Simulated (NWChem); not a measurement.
The numbers come from NWChem runs, not from measurements. System: CHNO, charge 0, spin multiplicity 1, displaced from the optimised geometry. Level: RHF/cc-pVDZ, spin-restricted.

Job file:

```
start mol
memory heap 200 mb stack 900 mb global 1100 mb
geometry units angstroms nocenter noautoz noautosym
  N      1.160035    -0.073177     0.000000
  C     -0.046793     0.019492     0.000000
  O     -2.083161    -0.074288     0.000000
  H      1.843969     0.668062     0.000000
end
basis spherical
  * library cc-pvdz
end
scf
  rhf
  nopen 0
  maxiter 100
  thresh 1e-7
  semidirect memsize 60000000 filesize 0
end
task scf energy
```

NWChem printed:

```
             Northwest Computational Chemistry Package (NWChem) 7.3.0
             --------------------------------------------------------

                                NWChem Input Module
                                -------------------

 Scaling coordinates for geometry "geometry" by  1.889725989
 (inverse scale =  0.529177249)

                             Geometry "geometry" -> ""
                             -------------------------

 Output coordinates in angstroms (scale by  1.889725989 to convert to a.u.)

  No.       Tag          Charge          X              Y              Z
 ---- ---------------- ---------- -------------- -------------- --------------
    1 N                    7.0000     1.16003500    -0.07317700     0.00000000
    2 C                    6.0000    -0.04679300     0.01949200     0.00000000
    3 O                    8.0000    -2.08316100    -0.07428800     0.00000000
    4 H                    1.0000     1.84396900     0.66806200     0.00000000

 Effective nuclear repulsion energy (a.u.)      46.2802724587

            Nuclear Dipole moment (a.u.)
            ----------------------------
        X                 Y               Z
 ---------------- ---------------- ----------------
   -13.1937493783    -0.6076017074     0.0000000000


 Summary of "ao basis" -> "" (spherical)
 ------------------------------------------------------------------------------
       Tag                 Description            Shells   Functions and Types
 ---------------- ------------------------------  ------  ---------------------
 *                          cc-pvdz                   on all atoms

 Summary of "ao basis" -> "ao basis" (spherical)
 ------------------------------------------------------------------------------
       Tag                 Description            Shells   Functions and Types
 ---------------- ------------------------------  ------  ---------------------
 N                          cc-pvdz                  6       14   3s2p1d
 C                          cc-pvdz                  6       14   3s2p1d
 O                          cc-pvdz                  6       14   3s2p1d
[...]
     7      0.172759  1 N  px

 Vector   10  Occ=2.000000D+00  E=-4.972365D-01
              MO Center= -1.9D+00, -8.0D-02, -4.8D-16, r^2= 1.0D+00
   Bfn.  Coefficient  Atom+Function         Bfn.  Coefficient  Atom+Function
  ----- ------------  ---------------      ----- ------------  ---------------
    33      0.647023  3 O  py                36      0.470161  3 O  py

 Vector   11  Occ=2.000000D+00  E=-4.946820D-01
              MO Center= -1.7D+00, -7.0D-02, -1.3D-15, r^2= 1.5D+00
   Bfn.  Coefficient  Atom+Function         Bfn.  Coefficient  Atom+Function
  ----- ------------  ---------------      ----- ------------  ---------------
    34      0.626856  3 O  pz                37      0.456238  3 O  pz
     6     -0.178446  1 N  pz

 Vector   12  Occ=0.000000D+00  E= 9.214388D-02
              MO Center=  3.3D-01,  1.5D-01, -1.6D-18, r^2= 2.4D+00
   Bfn.  Coefficient  Atom+Function         Bfn.  Coefficient  Atom+Function
  ----- ------------  ---------------      ----- ------------  ---------------
    22      0.609310  2 C  py                44     -0.502794  4 H  s
    19      0.452897  2 C  py                17      0.418859  2 C  s
     7      0.352750  1 N  px                 8     -0.258237  1 N  py
    43     -0.226040  4 H  s                 21      0.212424  2 C  px
     5     -0.181424  1 N  py                 3      0.170075  1 N  s

 Vector   13  Occ=0.000000D+00  E= 1.001745D-01
              MO Center= -1.4D+00, -3.2D-03,  6.8D-17, r^2= 2.9D+00
   Bfn.  Coefficient  Atom+Function         Bfn.  Coefficient  Atom+Function
  ----- ------------  ---------------      ----- ------------  ---------------
    35      0.564324  3 O  px                32      0.511088  3 O  px
    44     -0.482306  4 H  s                  3      0.469166  1 N  s
    17     -0.372997  2 C  s

 Vector   14  Occ=0.000000D+00  E= 1.501311D-01
              MO Center=  2.6D-01,  6.7D-03, -9.4D-16, r^2= 1.8D+00
   Bfn.  Coefficient  Atom+Function         Bfn.  Coefficient  Atom+Function
  ----- ------------  ---------------      ----- ------------  ---------------
    23      0.739453  2 C  pz                 9     -0.589194  1 N  pz
    20      0.458009  2 C  pz                 6     -0.349716  1 N  pz

 center of mass
 --------------
 x =  -0.69334967 y =  -0.05737572 z =   0.00000000

 moments of inertia (a.u.)
 ------------------
           2.063966559290          -7.278119269758           0.000000000000
          -7.278119269758         306.819534739675           0.000000000000
           0.000000000000           0.000000000000         308.883501298965

  Mulliken analysis of the total density
  --------------------------------------

    Atom       Charge   Shell Charges
 -----------   ------   -------------------------------------------------------
    1 N    7     7.20   2.00  0.76  0.68  2.34  1.39  0.03
    2 C    6     5.83   2.00  0.81  0.83  1.52  0.58  0.09
    3 O    8     8.17   2.00  0.93  1.05  2.48  1.71  0.00
    4 H    1     0.80   0.66  0.07  0.06

       Multipole analysis of the density wrt the origin
       ------------------------------------------------

     L   x y z        total         open         nuclear
     -   - - -        -----         ----         -------
     0   0 0 0     -0.000000      0.000000     22.000000

     1   1 0 0      1.356678      0.000000    -13.193749
     1   0 1 0      0.595345      0.000000     -0.607602
     1   0 0 1      0.000000      0.000000      0.000000

     2   2 0 0    -11.938452      0.000000    169.802700
     2   1 1 0      2.032832      0.000000      6.678707
     2   1 0 1     -0.000000      0.000000      0.000000
     2   0 2 0    -12.080666      0.000000      1.893451
     2   0 1 1     -0.000000      0.000000      0.000000
     2   0 0 2    -13.013396      0.000000      0.000000

 Task  times  cpu:        0.4s     wall:        0.4s

 Total times  cpu:        0.4s     wall:        0.4s
```
